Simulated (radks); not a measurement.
Values are calculated unless marked as measured or tabulated.
Question: All-electron atom: Sb I in [Kr] 4d9 5s1.5 5p4.5 (fractional occupations, a model configuration). Level of theory: Dirac Kohn-Sham, PBE, spin-unpolarised, spherical densities, finite nucleus; open shells fill j = l - 1/2 first; Fermi nuclear charge, rms radius 4.6802 fm (a radial shooting solver on a logarithmic mesh with Libxc functionals). Some entries of the table are withheld. Estimate them.

orbital  occ.  eigenvalue (eV)  <r^2> (bohr^2)
1s1/2       2        -30291.66        0.001094
2s1/2       2        -4615.952         0.01767
2p1/2       2        -4319.027         0.01311
2p3/2       4        -4067.229         0.01441
3s1/2       2        -912.0394          0.1248
3p1/2       2              (1)          0.1196
3p3/2       4              (2)          0.1280
3d3/2       4        -529.9765          0.1091
3d5/2       6        -520.3142          0.1116
4s1/2       2        -156.3320          0.7003
4p1/2       2        -115.0795          0.7792
4p3/2       4        -106.3503          0.8331
4d3/2       4         -40.7206           1.169
4d5/2       5         -39.4151           1.198
5s1/2     1.5         -14.9751           5.122
5p1/2       2              (3)             (4)
5p3/2     2.5              (5)             (6)

Answer: 
(1) 3p1/2 eigenvalue (eV): -790.6836
(2) 3p3/2 eigenvalue (eV): -744.2023
(3) 5p1/2 eigenvalue (eV): -6.6288
(4) 5p1/2 <r^2> (bohr^2): 7.889
(5) 5p3/2 eigenvalue (eV): -5.8749
(6) 5p3/2 <r^2> (bohr^2): 8.664
